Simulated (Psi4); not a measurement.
The Psi4 input:
```
memory 2 GB

molecule {
0 1
  F     0.01888970    1.09187156   -0.24723650
  O    -0.02243225   -0.00276003    0.56897714
  F     0.00105008   -1.08941820   -0.25852096
}

set basis 6-31g**
set cc_type df
set mp2_type df
set scf_type df

energy('ccsd(t)')
print_variables()
```

**Question.** Give the coupled-cluster correlation energy (without the perturbative part) at the level CCSD(T)/6-31G** in Psi4.

**Answer.** -0.5515 Eh

**Question.** Estimate the nuclear repulsion energy that CCSD(T)/6-31G** returns for this input.

**Answer.** 75.4314 Eh

**Question.** What is the computed MP2 correlation energy (CCSD(T)/6-31G**)?

**Answer.** -0.5432 Eh

**Question.** Estimate the total energy that CCSD(T)/6-31G** returns for this input.

**Answer.** -274.0188 Eh

**Question.** What is the computed number of basis functions (CCSD(T)/6-31G**)?

**Answer.** 45
